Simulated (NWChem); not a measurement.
**Correlation energy of CHO$_{2}$**

SMILES: O=[C]O
```xyz
4

O     -0.9453     0.6808     0.0000
C     -0.3055    -0.3133     0.0000
O      0.9944    -0.4930     0.0000
H      1.4398     0.3772     0.0000
```
Charge 0, spin multiplicity 2.

Everything below was run with NWChem. The geometry was optimised at UPBE0/def2-SVP, a minimum by its harmonic frequencies. It is one conformer; others weren't searched.

Basis set: cc-pVDZ. Each correlation energy counts from its own Hartree-Fock reference.

| method | correlation energy (mHa) |
|---|---|
| CCSD(T) on ROHF | -504.0 |
| CCSD(T) on UHF | -499.4 |
| CCSD on UHF | -484.1 |
| SCS-UMP2 | -454.9 |
| CCSD[T] on ROHF | -506.3 |
| UMP2 | -473.8 |
| URI-MP2 | -473.9 |
| CCSD on ROHF | -488.1 |
| CCSD[T] on UHF | -501.4 |

The values span 51.5 mHa, from CCSD[T] on ROHF (lowest) to SCS-UMP2 (highest). 

The correlated methods keep 3 core orbitals frozen. The structure started from a generated list of species. The unpaired electrons of the parent sit in orbitals of symmetry a' (Cs labels of the run); other states weren't searched. The stability of the SCF solutions was not checked. Open-shell Hartree-Fock references start from PBE0 orbitals. No row is a measurement; the coupled-cluster row has its own basis-set and correlation limits.
